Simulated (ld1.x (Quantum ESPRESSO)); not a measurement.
Pseudopotential generation for Cu (Z = 29): TM, PW91, scalar-relativistic.

ld1.x (Quantum ESPRESSO) 7.5 was run on this input:

```
&input
   title='Cu', zed=29., rel=1, dft='PW91', iswitch=3,
   config='[Ar] 3d10 4s1 4p0',
   nld=3, rlderiv=4.55, eminld=-2.0, emaxld=5.0, deld=0.02
 /
 &inputp
   pseudotype=2, tm=.true., lloc=0,
   nlcc=.true., rcore=0.75,
   file_pseudopw='Cu.UPF', file_wfcaegen='ae.wfc', file_wfcncgen='nc.wfc', file_beta='beta', file_chi='chi'
 /
3
4P  2  1   0.00   0.00  4.20  4.20  0.0
3D  3  2  10.00   0.00  1.40  1.40  0.0
4S  1  0   1.00   0.00  1.50  1.50  0.0
 &test
   configts(1)='3d10 4s1 4p0'
 /
```

Command:

```bash
ld1.x < Cu.in > Cu.out
```

Output (shortened: banner, matrices, multipoles, cross overlaps and the repeated all-electron block are left out):

```
Program LD1 v.7.5
     --------------------------- All-electron run ----------------------------

     Cu
     scalar relativistic calculation

     atomic number is 29.00
     dft =PW91   lsd =0 sic =0 latt =0  beta=0.20 tr2=1.0E-14
     Exchange-correlation= PW91
                           (   1   4   2   2   0   0   0)
     mesh =1199 r(mesh) = 100.25372 a.u. xmin = -7.00 dx = 0.01250
     1 Ry =  13.60569312 eV, c = 137.03599908

     n l     nl                  e(Ry)          e(Ha)          e(eV)
     1 0     1S 1( 2.00)      -650.6845      -325.3423     -8853.0141
     2 0     2S 1( 2.00)       -78.1068       -39.0534     -1062.6971
     2 1     2P 1( 6.00)       -67.4270       -33.7135      -917.3912
     3 0     3S 1( 2.00)        -8.4302        -4.2151      -114.6988
     3 1     3P 1( 6.00)        -5.3059        -2.6530       -72.1906
     3 2     3D 1(10.00)        -0.3758        -0.1879        -5.1132
     4 0     4S 1( 1.00)        -0.3427        -0.1714        -4.6630
     4 1     4P 1( 0.00)        -0.0550        -0.0275        -0.7484

     final scf error:  9.3E-15 reached in  34 iterations

     Etot =   -3310.516521 Ry,   -1655.258260 Ha,  -45041.871862 eV

     Ekin =    3359.695290 Ry,    1679.847645 Ha,   45710.983106 eV
     Encl =   -7970.456772 Ry,   -3985.228386 Ha, -108443.588887 eV
     Eh   =    1436.152256 Ry,     718.076128 Ha,   19539.846867 eV
     Exc  =    -135.907295 Ry,     -67.953647 Ha,   -1849.112948 eV

     normalization and overlap integrals

     s(1S/1S) =  1.000000  <r> =   0.0521  <r2> =    0.0037  r(max) =   0.0341
     s(2S/2S) =  1.000000  <r> =   0.2352  <r2> =    0.0653  r(max) =   0.1960
     s(2P/2P) =  1.000000  <r> =   0.2064  <r2> =    0.0523  r(max) =   0.1585
     s(3S/3S) =  1.000000  <r> =   0.7119  <r2> =    0.5864  r(max) =   0.6112
     s(3P/3P) =  1.000000  <r> =   0.7493  <r2> =    0.6650  r(max) =   0.6189
     s(3D/3D) =  1.000000  <r> =   1.0466  <r2> =    1.5720  r(max) =   0.6036
     s(4S/4S) =  1.000000  <r> =   2.9299  <r2> =   10.1891  r(max) =   2.2710
     s(4P/4P) =  1.000000  <r> =   5.1292  <r2> =   32.3231  r(max) =   3.6517

     ------------------------ End of All-electron run ------------------------

     --------------------- Generating NC pseudopotential ---------------------

      Generating local pot.: lloc=0, matching radius rcloc =   1.5000

      Computing core charge for nlcc:

       r > 0.76 : true rho core
       r < 0.76 : rho core = a sin(br)/r    a=  21.07  b=   3.15

      Integrated core pseudo-charge :   8.51

      Wfc   4P  rcut= 4.190  Using Troullier-Martins method

      Wfc   3D  rcut= 1.395  Using Troullier-Martins method

     ------------------- End of pseudopotential generation -------------------

     Computing logarithmic derivative in   4.54475
     Computing logarithmic derivative in   4.54475
     Computing the partial wave expansion
       no projector for channel:   0
     R is outside the sphere for l=    1 j= 0.00
     R is outside the sphere for l=    2 j= 0.00

     ---------------------- Testing the pseudopotential ----------------------

     Cu
     scalar relativistic calculation

     atomic number is 29.00   valence charge is 11.00
     dft =PW91   lsd =0 sic =0 latt =0  beta=0.20 tr2=1.0E-14
     mesh =1199 r(mesh) = 100.25372 xmin = -7.00 dx = 0.01250

     n l     nl             e AE (Ry)        e PS (Ry)    De AE-PS (Ry)
     3 2     3D   1(10.00)       -0.37581       -0.37582        0.00000
     1 0     4S   1( 1.00)       -0.34272       -0.34272       -0.00000
     2 1     4P   1( 0.00)       -0.05500       -0.05500        0.00000

     eps = 7.9E-15  iter = 13

     Etot =   -3310.516521 Ry,   -1655.258260 Ha,  -45041.871862 eV
     Etotps =  -114.900167 Ry,     -57.450083 Ha,   -1563.296411 eV

     Ekin =     138.664802 Ry,      69.332401 Ha,    1886.630746 eV
     Encl =    -165.255795 Ry,     -82.627898 Ha,   -2248.419634 eV
     Ehrt =      96.493242 Ry,      48.246621 Ha,    1312.857434 eV
     Ecxc =     -38.970234 Ry,     -19.485117 Ha,    -530.217051 eV
     (Ecc =     -16.713115 Ry,      -8.356558 Ha,    -227.393518 eV)
     Epseu=    -145.832181 Ry,     -72.916091 Ha,   -1984.147905 eV

     ---------------------- End of pseudopotential test ----------------------
```

Note: ghost state, extra bound levels that the all-electron valence spectrum of the same l lacks: p at -621.1 eV. A true bound ghost makes a file unfit for plane-wave use.

Generation and configuration tests took about 2.2 s on one core of a shared server CPU.

Transferability test of the new file with ld1.x, input:

```
&input
   title='Cu', zed=29., rel=1, dft='PW91', iswitch=2,
   config='[Ar] 3d10 4s1 4p0'
 /
 &test
   file_pseudo='Cu.UPF', nconf=8,
   configts(1)='3d10 4s1 4p0',
   configts(2)='3d10 4s0 4p0',
   configts(3)='3d9 4s0 4p0',
   configts(4)='3d8 4s0 4p0',
   configts(5)='3d10 4s0.5 4p0',
   configts(6)='3d9 4s1 4p1',
   configts(7)='3d10 4s0 4p1',
   configts(8)='3d9 4s1 4p0'
 /
```

```bash
ld1.x < Cu.test.in > Cu.test.out
```

Pseudopotential blocks of its output, shortened (energy terms left out):

```
     ---------------------- Testing the pseudopotential ----------------------

     n l     nl             e AE (Ry)        e PS (Ry)    De AE-PS (Ry)
     3 2     3D   1(10.00)       -0.37581       -0.37582        0.00000
     1 0     4S   1( 1.00)       -0.34272       -0.34272       -0.00000
     2 1     4P   1( 0.00)       -0.05500       -0.05500        0.00000

     eps = 8.6E-15  iter = 13

     Etot =   -3310.516521 Ry,   -1655.258260 Ha,  -45041.871862 eV
     Etotps =  -114.900168 Ry,     -57.450084 Ha,   -1563.296427 eV

     ---------------------- End of pseudopotential test ----------------------

          ---------------------- Testing the pseudopotential ----------------------

     n l     nl             e AE (Ry)        e PS (Ry)    De AE-PS (Ry)
     3 2     3D   1(10.00)       -1.01063       -1.00662       -0.00401
     1 0     4S   1( 0.00)       -0.87921       -0.88092        0.00171
     2 1     4P   1( 0.00)       -0.48937       -0.49173        0.00236

     eps = 1.4E-15  iter = 10

     Etot =   -3309.913638 Ry,   -1654.956819 Ha,  -45033.669227 eV
     Etotps =  -114.296455 Ry,     -57.148228 Ha,   -1555.082497 eV
     dEtot_ae =       0.602883 Ry
     dEtot_ps =       0.603713 Ry,   Delta E=      -0.000830 Ry

     ---------------------- End of pseudopotential test ----------------------

          ---------------------- Testing the pseudopotential ----------------------

     n l     nl             e AE (Ry)        e PS (Ry)    De AE-PS (Ry)
     3 2     3D   1( 9.00)       -2.18559       -2.22555        0.03996  !
     1 0     4S   1( 0.00)       -1.65046       -1.65684        0.00638  !
     2 1     4P   1( 0.00)       -1.13965       -1.14286        0.00322

     eps = 6.1E-15  iter = 10

     Etot =   -3308.338334 Ry,   -1654.169167 Ha,  -45012.236116 eV
     Etotps =  -112.707158 Ry,     -56.353579 Ha,   -1533.459008 eV
     dEtot_ae =       2.178187 Ry
     dEtot_ps =       2.193010 Ry,   Delta E=      -0.014823 Ry

     ---------------------- End of pseudopotential test ----------------------

          ---------------------- Testing the pseudopotential ----------------------

     n l     nl             e AE (Ry)        e PS (Ry)    De AE-PS (Ry)
     3 2     3D   1( 8.00)       -3.60390       -3.72911        0.12521  !
     1 0     4S   1( 0.00)       -2.54971       -2.59247        0.04276  !
     2 1     4P   1( 0.00)       -1.93109       -1.93473        0.00364

     eps = 4.0E-15  iter =  9

     Etot =   -3305.461991 Ry,   -1652.730995 Ha,  -44973.101476 eV
     Etotps =  -109.750525 Ry,     -54.875262 Ha,   -1493.231958 eV
     dEtot_ae =       5.054530 Ry
     dEtot_ps =       5.149644 Ry,   Delta E=      -0.095113 Ry

     ---------------------- End of pseudopotential test ----------------------

          ---------------------- Testing the pseudopotential ----------------------

     n l     nl             e AE (Ry)        e PS (Ry)    De AE-PS (Ry)
     3 2     3D   1(10.00)       -0.67729       -0.67523       -0.00205
     1 0     4S   1( 0.50)       -0.59903       -0.59975        0.00072
     2 1     4P   1( 0.00)       -0.25597       -0.25670        0.00074

     eps = 4.6E-15  iter = 13

     Etot =   -3310.282132 Ry,   -1655.141066 Ha,  -45038.682845 eV
     Etotps =  -114.665590 Ry,     -57.332795 Ha,   -1560.104827 eV
     dEtot_ae =       0.234388 Ry
     dEtot_ps =       0.234578 Ry,   Delta E=      -0.000190 Ry

     ---------------------- End of pseudopotential test ----------------------

          ---------------------- Testing the pseudopotential ----------------------

     n l     nl             e AE (Ry)        e PS (Ry)    De AE-PS (Ry)
     3 2     3D   1( 9.00)       -0.85711       -0.89125        0.03414  !
     1 0     4S   1( 1.00)       -0.52963       -0.52836       -0.00127
     2 1     4P   1( 1.00)       -0.15710       -0.15581       -0.00130

     eps = 6.0E-15  iter = 22

     Etot =   -3310.012373 Ry,   -1655.006186 Ha,  -45035.012579 eV
     Etotps =  -114.381339 Ry,     -57.190669 Ha,   -1556.237397 eV
     dEtot_ae =       0.504148 Ry
     dEtot_ps =       0.518829 Ry,   Delta E=      -0.014681 Ry

     ---------------------- End of pseudopotential test ----------------------

          ---------------------- Testing the pseudopotential ----------------------

     n l     nl             e AE (Ry)        e PS (Ry)    De AE-PS (Ry)
     3 2     3D   1(10.00)       -0.53098       -0.52806       -0.00292
     1 0     4S   1( 0.00)       -0.44959       -0.44931       -0.00029
     2 1     4P   1( 1.00)       -0.12702       -0.12716        0.00014

     eps = 3.4E-15  iter = 15

     Etot =   -3310.210082 Ry,   -1655.105041 Ha,  -45037.702548 eV
     Etotps =  -114.593840 Ry,     -57.296920 Ha,   -1559.128624 eV
     dEtot_ae =       0.306439 Ry
     dEtot_ps =       0.306328 Ry,   Delta E=       0.000111 Ry

     ---------------------- End of pseudopotential test ----------------------

          ---------------------- Testing the pseudopotential ----------------------

     n l     nl             e AE (Ry)        e PS (Ry)    De AE-PS (Ry)
     3 2     3D   1( 9.00)       -1.39351       -1.42441        0.03090  !
     1 0     4S   1( 1.00)       -1.00437       -1.00323       -0.00114
     2 1     4P   1( 0.00)       -0.56946       -0.56735       -0.00211

     eps = 4.1E-15  iter = 18

     Etot =   -3309.658868 Ry,   -1654.829434 Ha,  -45030.202897 eV
     Etotps =  -114.029794 Ry,     -57.014897 Ha,   -1551.454382 eV
     dEtot_ae =       0.857653 Ry
     dEtot_ps =       0.870374 Ry,   Delta E=      -0.012721 Ry

     ---------------------- End of pseudopotential test ----------------------
```
